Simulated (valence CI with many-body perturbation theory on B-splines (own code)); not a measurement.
# Pr52+: electric-dipole lines

Computed by valence CI with perturbative core correlation (CI+MBPT): five valence electrons over a frozen Dirac-Fock core [He], a basis of 9 s, 9 p, 8 d, 6 f, 3 g, 1 h functions for each j, with the one-electron correlation potential Σ1, the two-electron term Σ2, the three-electron term Σ3, Breit, model QED; selected CI, second order for the rest (own B-spline code, finite nucleus).

No measured spectrum was set against this ion. As an estimate, large intervals hold to a few tenths of a per cent, small ones and those within an open d or f shell to about a per cent. Among the levels kept, up to 1200 cm⁻¹ of a level comes from second order outside the variational space, and about a tenth of that is noise between levels of different J, which matters for small intervals.

Lines 51 to 100 of 255 in falling wavelength, among levels below 53222 × 10³ cm⁻¹, chosen from the strongest by gf and those to the six lowest levels. Wavelengths and rates use the calculated energies. Electric multipoles are in the length gauge, E1 and E2 with the static RPA response of the core. Weak lines are less certain than strong ones. Lines between different terms over intervals too small for the method are left out, as are lines whose strength nearly cancels. The highest levels of a list are the least certain.

Levels are named by their leading jj configuration (3d3/2^4 stands for four electrons in 3d with j = 3/2), which in mixed levels can hold well under half, so a name can repeat and another be missing. Letters in brackets count levels of one name in rising energy.

| λ vac (Å) | Upper | Lower | A (s⁻¹) | log gf | Branch % |
| --- | --- | --- | --- | --- | --- |
| 54.95 | (2s 2p1/2^2 2p3/2^2) J=5/2 | (2s^2 2p1/2 2p3/2^2) J=5/2 | 1.08e+10 | -1.53 | 2.7 |
| 54.70 | (2s^2 2p1/2 2p3/2 3d3/2) J=5/2 [a] | (2s^2 2p1/2 2p3/2 3p1/2) J=3/2 [a] | 1.12e+11 | -0.52 | 0.4 |
| 54.61 | (2s 2p1/2^2 2p3/2 3d3/2) J=3/2 | (2s 2p1/2^2 2p3/2 3p1/2) J=3/2 [a] | 1.14e+11 | -0.69 | 0.1 |
| 54.45 | (2s^2 2p1/2^2 3d3/2) J=3/2 | (2s^2 2p1/2^2 3p1/2) J=1/2 | 1.37e+11 | -0.61 | 0.1 |
| 54.45 | (2s^2 2p1/2 2p3/2 3d3/2) J=7/2 | (2s^2 2p1/2 2p3/2 3p1/2) J=5/2 | 1.32e+11 | -0.33 | 7.4 |
| 54.24 | (2s 2p1/2^2 2p3/2 3p3/2) J=3/2 [b] | (2s 2p1/2^2 2p3/2 3s) J=1/2 | 9.68e+10 | -0.77 | 0.1 |
| 54.20 | (2s 2p1/2^2 2p3/2 3d3/2) J=7/2 | (2s 2p1/2^2 2p3/2 3p1/2) J=5/2 | 9.31e+10 | -0.48 | 9.2 |
| 54.13 | (2s 2p1/2^2 2p3/2 3p3/2) J=3/2 [b] | (2s 2p1/2^2 2p3/2 3s) J=3/2 [b] | 1.01e+11 | -0.75 | 0.1 |
| 54.06 | (2s 2p1/2^2 2p3/2 3d3/2) J=1/2 | (2s 2p1/2^2 2p3/2 3p1/2) J=3/2 [a] | 1.29e+11 | -0.95 | 0.3 |
| 53.80 | (2s^2 2p1/2 2p3/2 3d3/2) J=3/2 [a] | (2s^2 2p1/2 2p3/2 3p1/2) J=1/2 | 8.79e+10 | -0.82 | 0.1 |
| 53.45 | (2s^2 2p1/2^2 3p3/2) J=3/2 | (2s^2 2p1/2^2 3s) J=1/2 | 2.18e+11 | -0.43 | 27.9 |
| 53.35 | (2s 2p1/2^2 2p3/2 3p3/2) J=1/2 [b] | (2s 2p1/2^2 2p3/2 3s) J=1/2 | 1.96e+11 | -0.78 | 2.5 |
| 53.28 | (2s 2p1/2^2 2p3/2 3p3/2) J=5/2 [a] | (2s 2p1/2^2 2p3/2 3s) J=3/2 [a] | 4.36e+10 | -0.95 | 0.0 |
| 53.15 | (2s^2 2p1/2 2p3/2 3p3/2) J=3/2 [a] | (2s^2 2p1/2 2p3/2 3s) J=3/2 [a] | 4.94e+10 | -1.08 | 2.4 |
| 53.09 | (2s^2 2p1/2 2p3/2 3p3/2) J=5/2 [a] | (2s^2 2p1/2 2p3/2 3s) J=3/2 [a] | 1.98e+11 | -0.30 | 1.5 |
| 52.98 | (2s^2 2p1/2 2p3/2 3d3/2) J=1/2 [a] | (2s^2 2p1/2 2p3/2 3p1/2) J=1/2 | 1.26e+11 | -0.98 | 0.1 |
| 52.90 | (2s^2 2p1/2 2p3/2 3p3/2) J=3/2 [b] | (2s^2 2p1/2 2p3/2 3s) J=3/2 [b] | 8.75e+10 | -0.83 | 0.4 |
| 52.42 | (2s 2p1/2^2 2p3/2 3p3/2) J=7/2 | (2s 2p1/2^2 2p3/2 3s) J=5/2 | 8.61e+10 | -0.55 | 3.2 |
| 52.42 | (2s 2p1/2^2 2p3/2 3p3/2) J=1/2 [a] | (2s 2p1/2^2 2p3/2 3s) J=3/2 [a] | 1.60e+11 | -0.88 | 0.1 |
| 51.77 | (2s^2 2p1/2 2p3/2 3p3/2) J=5/2 [b] | (2s^2 2p1/2 2p3/2 3s) J=3/2 [b] | 1.21e+11 | -0.54 | 8.4 |
| 51.43 | (2s^2 2p1/2 2p3/2 3d3/2) J=5/2 [b] | (2s^2 2p1/2 2p3/2 3p1/2) J=5/2 | 6.11e+10 | -0.84 | 0.0 |
| 50.83 | (2s 2p1/2^2 2p3/2 3p3/2) J=3/2 [a] | (2s 2p1/2^2 2p3/2 3s) J=5/2 | 3.31e+10 | -1.29 | 0.0 |
| 50.72 | (2s^2 2p1/2 2p3/2 3p3/2) J=5/2 [b] | (2s^2 2p1/2 2p3/2 3s) J=5/2 | 1.35e+11 | -0.51 | 9.4 |
| 50.22 | (2s 2p1/2^2 2p3/2^2) J=5/2 | (2s^2 2p1/2 2p3/2^2) J=3/2 | 2.01e+10 | -1.34 | 4.9 |
| 50.16 | (2s^2 2p1/2 2p3/2 3p3/2) J=1/2 [b] | (2s^2 2p1/2 2p3/2 3s) J=3/2 [b] | 9.53e+10 | -1.14 | 0.3 |
| 49.73 | (2s^2 2p1/2 2p3/2 3p3/2) J=3/2 [b] | (2s^2 2p1/2 2p3/2 3s) J=1/2 | 6.79e+10 | -1.00 | 0.3 |
| 48.48 | (2s 2p1/2^2 2p3/2 3p3/2) J=3/2 [b] | (2s^2 2p1/2 2p3/2 3p3/2) J=1/2 [b] | 3.80e+10 | -1.27 | 0.0 |
| 48.14 | (2s 2p1/2^2 2p3/2 3p3/2) J=5/2 [a] | (2s 2p1/2^2 2p3/2 3s) J=5/2 | 1.09e+11 | -0.64 | 0.1 |
| 47.30 | (2s^2 2p1/2 2p3/2 3p3/2) J=1/2 [b] | (2s^2 2p1/2 2p3/2 3s) J=1/2 | 9.66e+10 | -1.19 | 0.4 |
| 46.39 | (2s 2p1/2^2 2p3/2^2) J=1/2 | (2s^2 2p1/2 2p3/2^2) J=1/2 | 4.18e+10 | -1.57 | 2.6 |
| 46.12 | (2s 2p1/2^2 2p3/2^2) J=3/2 | (2s^2 2p1/2 2p3/2^2) J=1/2 | 8.29e+07 | -3.98 | 0.0 |
| 45.26 | (2s 2p1/2^2 2p3/2 3p1/2) J=3/2 [b] | (2s^2 2p1/2 2p3/2 3p1/2) J=5/2 | 5.35e+10 | -1.18 | 0.1 |
| 45.20 | (2s 2p1/2^2 2p3/2 3s) J=1/2 | (2s^2 2p1/2 2p3/2 3s) J=3/2 [b] | 2.04e+11 | -0.90 | 0.3 |
| 44.46 | (2s 2p1/2^2 2p3/2 3s) J=3/2 [b] | (2s^2 2p1/2 2p3/2 3s) J=5/2 | 4.45e+10 | -1.28 | 0.1 |
| 41.69 | (2s^2 2p3/2^3) J=3/2 | (2s 2p1/2^2 2p3/2^2) J=5/2 | 4.31e+08 | -3.35 | 12.8 |
| 40.67 | (2s 2p1/2^2 2p3/2^2) J=3/2 | (2s^2 2p1/2 2p3/2^2) J=5/2 | 4.56e+10 | -1.34 | 1.6 |
| 38.20 | (2s 2p1/2^2 2p3/2^2) J=1/2 | (2s^2 2p1/2 2p3/2^2) J=3/2 | 3.54e+08 | -3.81 | 0.0 |
| 38.02 | (2s 2p1/2^2 2p3/2^2) J=3/2 | (2s^2 2p1/2 2p3/2^2) J=3/2 | 1.65e+10 | -1.85 | 0.6 |
| 37.98 | (2p1/2^2 2p3/2^3) J=3/2 | (2s 2p1/2 2p3/2^3) J=5/2 | 1.13e+11 | -1.01 | 2.8 |
| 17.79 | (2s 2p1/2 2p3/2^3) J=3/2 [a] | (2s^2 2p1/2 2p3/2^2) J=1/2 | 1.10e+10 | -2.68 | 0.8 |
| 16.93 | (2s 2p1/2^2 2p3/2^2) J=5/2 | (2s^2 2p1/2^2 2p3/2) J=3/2 | 3.76e+11 | -1.01 | 92.4 |
| 16.92 | (2s 2p1/2 2p3/2^3) J=3/2 [a] | (2s^2 2p1/2 2p3/2^2) J=5/2 | 4.67e+10 | -2.10 | 3.4 |
| 16.44 | (2s 2p1/2 2p3/2^3) J=3/2 [a] | (2s^2 2p1/2 2p3/2^2) J=3/2 | 1.28e+12 | -0.68 | 94.5 |
| 16.26 | (2s 2p1/2^2 2p3/2 3d5/2) J=3/2 | (2s^2 2p1/2^2 3d3/2) J=3/2 | 6.37e+11 | -1.00 | 0.5 |
| 16.14 | (2s 2p1/2 2p3/2^3) J=5/2 | (2s^2 2p1/2 2p3/2^2) J=5/2 | 1.28e+12 | -0.52 | 93.2 |
| 16.00 | (2s 2p1/2^2 2p3/2 3p3/2) J=5/2 [b] | (2s^2 2p1/2^2 3p3/2) J=3/2 | 1.53e+12 | -0.45 | 1.6 |
| 16.00 | (2s 2p1/2 2p3/2^3) J=1/2 | (2s^2 2p1/2 2p3/2^2) J=1/2 | 9.29e+11 | -1.15 | 26.0 |
| 15.86 | (2p1/2 2p3/2^4) J=1/2 | (2s 2p1/2 2p3/2^3) J=3/2 [b] | 3.65e+12 | -0.56 | 66.5 |
| 15.79 | (2s 2p1/2^2 2p3/2 3p1/2) J=1/2 | (2s^2 2p1/2^2 3p1/2) J=1/2 | 1.49e+12 | -0.95 | 6.5 |
| 15.78 | (2s 2p1/2^2 2p3/2 3p1/2) J=3/2 [b] | (2s^2 2p1/2^2 3p1/2) J=1/2 | 1.52e+12 | -0.65 | 3.5 |
